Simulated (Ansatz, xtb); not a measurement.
## Relative energy of two isomers of C2H5FGeSi

We compare a, `C#[C][GeH2][SiH2]F`, a singlet, with b, `C#C[Si@@H](F)[GeH3]`, a singlet. Both are isolated molecules in the gas phase, relaxed with r2SCAN-D4/def2-SVP; the shapes shown needn't be the lowest conformers.

a (Å):

```xyz
10

C    -2.3484   -2.9859   -0.6356
C    -1.5009   -2.1080   -0.6491
F    -1.9845    1.2955    1.3073
Ge   -0.2169   -0.7111   -0.5912
Si   -0.5471    0.5302    1.4117
H    -3.0924   -3.7629   -0.6334
H     1.1850   -1.3408   -0.6204
H    -0.3980    0.1668   -1.8372
H    -0.5755   -0.3715    2.5979
H     0.5168    1.5619    1.5837
```

b (Å):

```xyz
10

C    -1.1696   -2.7797    2.0821
C    -1.0132   -1.6558    1.6293
F     0.6451    0.5976    1.3027
Ge   -0.8393   -0.2345   -1.4985
Si   -0.8033   -0.0115    0.8632
H    -1.3055   -3.7666    2.4892
H    -1.8526    0.9091    1.3807
H    -2.1908   -0.8136   -1.9442
H    -0.6407    1.1274   -2.1806
H     0.2783   -1.1840   -1.9512
```

Quicker runs give these differences E(b) − E(a): GFN2-xTB +0.124 eV; HF/STO-3G −0.149 eV (at GFN2-xTB geometries); r2SCAN-D4/def2-SVP//GFN2-xTB −0.339 eV.

Question: Estimate E(b) − E(a) at the level CCSD(T)/def2-SVP + ΔMP2/def2-TZVPP.

Answer: Calculated at CCSD(T)/def2-SVP + ΔMP2/def2-TZVPP: E(b) − E(a) = −0.241 eV, so structure b lies lower.

The same difference at several levels:

| level | geometry | E(b) − E(a) (eV) | departure from the last row (eV) | job, with rough time for the two |
| --- | --- | --- | --- | --- |
| GFN2-xTB | GFN2-xTB | +0.124 | +0.366 | optimisation, 0.17 s |
| HF/STO-3G | GFN2-xTB | −0.149 | +0.093 | single point, 0.42 s |
| r2SCAN-D4/def2-SVP//GFN2-xTB | GFN2-xTB | −0.339 | −0.098 | single point, 2.9 s |
| r2SCAN-D4/def2-SVP | r2SCAN-D4/def2-SVP | −0.336 | −0.094 | optimisation, 39 s |
| HF/def2-SVP | r2SCAN-D4/def2-SVP | −0.258 | −0.016 | part of the CCSD(T) run |
| MP2/def2-SVP | r2SCAN-D4/def2-SVP | −0.274 | −0.033 | part of the CCSD(T) run |
| CCSD(T)/def2-SVP | r2SCAN-D4/def2-SVP | −0.273 | −0.031 | single point |
| CCSD(T)/def2-SVP + ΔMP2/def2-TZVPP | r2SCAN-D4/def2-SVP | −0.241 |  | single point, 33 s |

As drawn, b has 1 C–Si, 1 Ge–H in place of 1 C–Ge, 1 Si–H.

GFN2-xTB puts the two in the other order. The largest departure from CCSD(T)/def2-SVP + ΔMP2/def2-TZVPP is that of GFN2-xTB, 0.366 eV. A small imaginary or near-zero mode remains, so no thermal terms are given. The last row adds to CCSD(T) the change of the MP2 difference between the two basis sets, here +0.031 eV.

The correlated steps freeze 17 core orbitals; the filled d shell of Ge is correlated, in a basis made for valence electrons. Codes used: Ansatz 0.2.0, xtb 6.7.1; the last row on 2 threads of Intel(R) Xeon(R) 6975P-C (Granite Rapids) on a shared host.
